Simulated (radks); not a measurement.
Os2+, configuration [Kr] 4d10 4f14 5s2 5p4 5d6 6s2 (not the ground configuration).

Method: Dirac Kohn-Sham, LDA (Slater exchange, Perdew-Wang correlation), spin-unpolarised, spherical densities, point nucleus; open shells fill j = l - 1/2 first; computed with a radial shooting solver on a logarithmic mesh with Libxc functionals.

Energy parts (eV):
| part | energy |
|---|---|
| total | -469873.66 |
| kinetic | 533426.28 |
| electron-nucleus | -1175720.37 |
| Hartree | 181393.73 |
| exchange-correlation | -8973.30 |

Orbitals (lengths in bohr, moments of r in powers of bohr; r(90%) holds 90 % of the orbital's charge):
| orbital | occ. | eigenvalue (eV) | r(90%) | small-component weight |
|---|---|---|---|---|
| 1s1/2 | 2 | -73739.92 | 0.0324 | 8.26e-02 |
| 2s1/2 | 2 | -12858.85 | 0.116 | 1.88e-02 |
| 2p1/2 | 2 | -12315.27 | 0.102 | 1.89e-02 |
| 2p3/2 | 4 | -10785.41 | 0.113 | 1.69e-02 |
| 3s1/2 | 2 | -3014.187 | 0.285 | 6.22e-03 |
| 3p1/2 | 2 | -2770.743 | 0.276 | 6.17e-03 |
| 3p3/2 | 4 | -2437.196 | 0.297 | 5.61e-03 |
| 3d3/2 | 4 | -2028.441 | 0.270 | 5.50e-03 |
| 3d5/2 | 6 | -1956.137 | 0.276 | 5.34e-03 |
| 4s1/2 | 2 | -658.4927 | 0.621 | 2.08e-03 |
| 4p1/2 | 2 | -556.3989 | 0.634 | 1.99e-03 |
| 4p3/2 | 4 | -477.8070 | 0.682 | 1.77e-03 |
| 4d3/2 | 4 | -310.0580 | 0.723 | 1.57e-03 |
| 4d5/2 | 6 | -295.4956 | 0.739 | 1.51e-03 |
| 5s1/2 | 2 | -119.1492 | 1.42 | 5.04e-04 |
| 5p1/2 | 2 | -86.9875 | 1.56 | 4.29e-04 |
| 4f5/2 | 6 | -82.7672 | 0.894 | 1.13e-03 |
| 4f7/2 | 8 | -79.9409 | 0.908 | 1.11e-03 |
| 5p3/2 | 2 | -73.9828 | 1.70 | 3.69e-04 |
| 5d3/2 | 4 | -30.6349 | 2.33 | 2.15e-04 |
| 5d5/2 | 2 | -29.2285 | 2.40 | 2.03e-04 |
| 6s1/2 | 2 | -24.2339 | 3.53 | 9.12e-05 |
| 6p1/2 | 0 | -17.2309 | 4.17 | 6.65e-05 |
| 6p3/2 | 0 | -15.5892 | 4.48 | 5.84e-05 |
| 7s1/2 | 0 | -8.3426 | 7.56 | 2.55e-05 |
| 6d3/2 | 0 | -7.7313 | 6.72 | 3.03e-05 |
| 6d5/2 | 0 | -7.5711 | 6.85 | 2.96e-05 |
| 5f5/2 | 0 | -4.7973 | 8.20 | 1.47e-05 |
| 5f7/2 | 0 | -4.7874 | 8.22 | 1.46e-05 |

The highest occupied level is 6s1/2 at -24.234 eV. Summed over all electrons, <r^2> = 48.99 bohr^2, which gives a Langevin (diamagnetic) susceptibility term of -38.8 x 10^-6 cm^3/mol.
